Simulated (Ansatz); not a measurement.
Reactions of C9H20 (`CCC(CC)(CC)CC`).

Isolated molecules relaxed with PBE0-D4/def2-TZVP in Ansatz; ΔE leaves out vibrations. CCSD(T)/CBS is the MP2 limit (def2-TZVPP, def2-QZVPP) plus CCSD(T) − MP2 in def2-TZVPP, frozen cores. This one scheme is used for every species, atoms too. For atomizations the MP2-based limit and the directly extrapolated one differ by several kJ/mol either way, and by 10 to 25 for some Ge, Se and Sn compounds, so smaller differences from it don't rank the levels. DFT in def2-TZVPP. Open shells (•) are unrestricted, without spin–orbit coupling. Spin–orbit coupling would lower the free atoms: a little for C. def2 core potentials past Kr. For I, W outer-core shells are correlated without core-valence functions, so the limit isn't a true one: a few kJ/mol of doubt a bond, and 10 to 20 or more in all where bonds break to atoms. Each species was taken in one conformer, which may not be the lowest.

```tsv
reaction	HF/CBS(def2) (kJ/mol)	B97M-V (kJ/mol)	CCSD(T)/def2-SVP (kJ/mol)	r2SCAN-D4 (kJ/mol)
`CCC(CC)(CC)CC` + `C[NH][AlH][NH2]` → `C[N](C)[AlH][NH2]` + `CCC(C)(CC)CC`	19	22	18	22
`CCC(CC)(CC)CC` + HI → `CCI` + `CCC(CC)CC`	-27	4	22	-2
`CCC(CC)(CC)CC` + H₂ → `CCC(C)(CC)CC` + CH₄	-99	-80	-72	-75
`CCC(CC)(CC)CC` → `CC(C)CC(C)C(C)C`	-13	-2	-1	-2
`CCC(CC)(CC)CC` + `C[O][W](=[NH])(=[NH])[OH]` → `C[O][W](=[NH])(=[NH])[O]C` + `CCC(C)(CC)CC`	27	42	33	42
`CCC(CC)(CC)CC` + H₂ → `CCC(CC)CC` + ethane	-111	-65	-57	-61
`CCC(CC)(CC)CC` → `CCCCCC(C)(C)C`	-26	-9	-10	-10
`CCC(CC)(CC)CC` → `CC(C)(C)CC(C)(C)C`	1	-3	-4	-2
`CCC(CC)(CC)CC` → `CCC(C)(CC)CC` + `[CH2]` (triplet)	276	431	416	407
`CCC(CC)(CC)CC` → 9 C• + 20 H•	8820	11621	11211	11621
```

Q: Give the CCSD(T)/CBS values in the same order. (Best estimate.)

A: The calculation gave: 26, 0, -71, 0, 47, -55, -8, -3, 432, 11603 kJ/mol.

Largest T1 diagnostic: 0.020, for `C[O][W](=[NH])(=[NH])[OH]`.
